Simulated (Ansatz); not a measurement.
BrGaH4OSi (`[SiH3][O][GaH][Br]`). Total charge 0; spin multiplicity 1.

```xyz
8

Si    1.314   -0.029   -0.432
O     0.001   -0.754    0.230
Ga   -1.657   -0.305    0.649
Br   -2.212    1.857    0.176
H     1.012    0.476   -1.799
H     1.770    1.113    0.405
H     2.401   -1.037   -0.515
H    -2.629   -1.321    1.285
```

**Question.** List the harmonic frequencies (cm⁻¹, unscaled) at PBE0-D4/def2-TZVP in Ansatz. (An estimate is asked.)

**Answer.** Ansatz gave: 36, 54, 93, 184, 306, 453, 521, 586, 727, 733, 954, 955, 981, 1023, 2070, 2215, 2217, 2232.

**Question.** Is this a minimum?

**Answer.** Yes, all 18 modes are real.

**Question.** Give the ideal-gas thermochemistry at 298.15 K and 1 bar (rigid rotor, harmonic oscillator; point group Cs, symmetry number 1).

**Answer.** Zero-point energy 97.7 kJ/mol; H(298) − E = 119.3 kJ/mol; entropy 380.5 J/(mol·K), of which translation 174.8, rotation 121.1, vibration 84.6; G(298) − E = 5.9 kJ/mol. Modes under 100 cm⁻¹ are hindered rotations or soft bends, so the harmonic entropy is rough.

**Question.** And at 400, 500, 600, 800 and 1000 K?

**Answer.** 
```tsv
T (K)	H − E (kJ/mol)	S (J/mol/K)	G − E (kJ/mol)
400	130.4	412.4	-34.6
500	142.6	439.5	-77.2
600	155.7	463.4	-122.3
800	184.2	504.3	-219.2
1000	214.8	538.4	-323.6
```

**Question.** Rotational constants (cm⁻¹)?

**Answer.** 0.1115, 0.03854, 0.02893.
